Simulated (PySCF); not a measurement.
What the low excited states add to the polarisability

Species: C5H8BFO2.
Atom-mapped SMILES: `[F:1][C@@H:2]1[CH2:3][C@@H:4]1[B:5]1[O:6][CH2:7][CH2:8][O:9]1` (hydrogens: H10 on C2; H11, H12 on C3; H13 on C4; H14, H15 on C7; H16, H17 on C8)

Structure used (PBE0-D3(BJ)/def2-SVP), in Å, numbered top down from 1:
```
atom  x, y, z in Å
F1    -1.7920    0.2224   -1.5713
C2    -2.2375   -0.4465   -0.4775
C3    -2.3513    0.2742    0.8037
C4    -1.2597   -0.7740    0.6129
B5     0.2087   -0.2922    0.4720
O6     0.5597    0.9984    0.1974
C7     1.9706    1.0711    0.1117
C8     2.4644   -0.3600    0.4194
O9     1.2862   -1.1197    0.6210
H10   -2.9860   -1.1985   -0.7490
H11   -2.0142    1.3143    0.8078
H12   -3.1944    0.0504    1.4624
H13   -1.3999   -1.7482    1.0913
H14    2.3451    1.8118    0.8365
H15    2.2598    1.4087   -0.8964
H16    3.0904   -0.4062    1.3252
H17    3.0423   -0.7939   -0.4121
```

Method used: PySCF, TDDFT PBE0/def2-SVPD, vertical, gas phase, core orbitals frozen in the response.

Computed singlets:

| state | E (eV) | f |
| --- | --- | --- |
| S1 | 7.14 | 0.0001 |
| S2 | 7.60 | 0.0049 |
| S3 | 7.68 | 0.040 |
| S4 | 7.79 | 0.059 |
| S5 | 7.94 | 0.0016 |
| S6 | 7.95 | 0.030 |
| S7 | 8.05 | 0.032 |
| S8 | 8.09 | 0.082 |
| S9 | 8.32 | 0.0051 |
| S10 | 8.39 | 0.014 |

Problem. How much of the mean static polarisability do these states give, one by one?

Solution. Each state adds f / ΔE² (ΔE in hartree, 27.2114 eV).

```
state  f/ΔE² (au)  running sum (au)  running share of α (%)
   S1        0.00              0.00                     0.0
   S2        0.06              0.07                     0.1
   S3        0.51              0.57                     0.8
   S4        0.72              1.29                     1.7
   S5        0.02              1.31                     1.8
   S6        0.36              1.67                     2.2
   S7        0.37              2.04                     2.7
   S8        0.93              2.96                     4.0
   S9        0.05              3.02                     4.0
  S10        0.15              3.17                     4.2
```

The full response gives 74.66 au (11.06 Å³), so 71.5 au comes from the higher roots of the same equations.

Problem. By how much does the contribution of these states grow at 632.8 nm?

Solution. With ω = 0.0720 hartree each state's term in the mean polarisability goes from f / ΔE² to f / (ΔE² − ω²); the sum over all 10 states goes from 3.17 to 3.37 au, a rise of 0.21 au.

The largest single term belongs to S8, which also has the largest f.

A one-level model with all 50 active electrons at a single energy would need ΔE = √(N/α) = 22.3 eV to give this α, against S1 at 7.14 eV.

One conformer stands for the species.

Without π bonds the low states are Rydberg-like; a valence basis with one diffuse set may place them up to an eV too high.
